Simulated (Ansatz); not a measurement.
Consider the formal exchange of groups at a Ga–Zn bond: `[F][Zn][GaH2]` + `C=C(C)O` → `C/C(O)=[CH]/[GaH2]` + `[F][ZnH]`.

Computed with Ansatz on PBE0-D4/def2-TZVP structures; ΔE is electronic, products minus reactants. CBS: MP2 limit from def2 TZ/QZ plus the TZ coupled-cluster correction, frozen cores. DFT in def2-TZVPP. B3LYP here is the variant with VWN-RPA as its local correlation; programs differ in this. For Ga, Zn outer-core shells are correlated without core-valence functions, which leaves a few kJ/mol of doubt a bond. Scalar relativity is left out up to krypton. Each species was taken in one conformer, which may not be the lowest.

```
             level  ΔE (kcal/mol)  difference from CCSD(T)/CBS
         r2SCAN-D4            7.0                         -1.2
               PBE            9.4                          1.2
            r2SCAN            7.4                         -0.8
             B3LYP           11.0                          2.8
     HF/def2-TZVPP           11.8                          3.6
    MP2/def2-TZVPP            4.8                         -3.4
SCS-MP2/def2-TZVPP            6.3                         -1.9
CCSD(T)/def2-TZVPP            6.4                         -1.8
     HF/def2-QZVPP           12.1                          3.9
      HF/CBS(def2)           12.2                          4.0
       CCSD(T)/CBS            8.2                            0
```

Largest T1 diagnostic among the species: 0.018.

The D4 term adds −2.0 kcal/mol with B3LYP and −1.1 kcal/mol with PBE0; it sums over pairs of atoms, weighted by their polarisabilities, and B3LYP, whose exchange is more repulsive, gets the larger term. In def2-TZVPP, CCSD(T) changes the Hartree–Fock value by −5.4 kcal/mol (the triples alone add −1.1 kcal/mol) and MP2 by −7.0 kcal/mol.
